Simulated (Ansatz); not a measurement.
The cluster Sr3Se3⁻. Charge -1, multiplicity 2. Geometry B3LYP-D4/def2-SVPD.

```
atom    x (Å)    y (Å)    z (Å)
 Sr1   0.6150  -1.2151  -0.5347
 Sr2  -1.9646  -0.3498   2.2710
 Sr3   1.0165   2.6321  -1.0806
 Se4  -1.5817  -2.7023   0.7417
 Se5   0.3546   1.2004   1.3850
 Se6   1.5603   0.4347  -2.7825
```

In the def2 sets Sr takes a core potential; there is no spin–orbit coupling. Another isomer (doublet) lies 0.33 eV lower at PBE0-D4/def2-TZVPD; other spin states weren't run for this one.

Question: Estimate the α-spin orbital energies around the gap (eV) in Ansatz with PBE-D4/def2-TZVPD, r2SCAN-D4/def2-TZVPD, r2SCANh-D4/def2-TZVPD, PBE0-D4/def2-TZVPD, r2SCAN0-D4/def2-TZVPD.

Answer: 
```csv
orbital,PBE-D4/def2-TZVPD,r2SCAN-D4/def2-TZVPD,r2SCANh-D4/def2-TZVPD,PBE0-D4/def2-TZVPD,r2SCAN0-D4/def2-TZVPD
HOMO−9,-2.71,-2.91,-3.29,-3.74,-3.87
HOMO−8,-2.43,-2.61,-2.99,-3.44,-3.57
HOMO−7,-2.13,-2.35,-2.71,-3.10,-3.25
HOMO−6,-1.71,-1.89,-2.24,-2.67,-2.79
HOMO−5,-1.62,-1.78,-2.13,-2.55,-2.66
HOMO−4,-1.59,-1.74,-2.09,-2.51,-2.62
HOMO−3,-1.35,-1.51,-1.85,-2.25,-2.37
HOMO−2,-1.23,-1.41,-1.74,-2.12,-2.24
HOMO−1,-1.19,-1.35,-1.69,-2.08,-2.20
HOMO,-0.03,-0.08,-0.19,-0.32,-0.35
LUMO,0.15,0.09,0.18,0.34,0.32
LUMO+1,1.22,1.31,1.45,1.69,1.66
LUMO+2,1.29,1.50,1.66,1.74,1.89
LUMO+3,1.43,1.50,1.67,1.89,1.90
LUMO+4,1.74,1.87,2.00,2.17,2.19
LUMO+5,1.75,1.93,2.09,2.26,2.30
β HOMO,-1.18,-1.35,-1.69,-2.08,-2.20
β LUMO,0.43,0.59,0.67,0.90,0.77
```
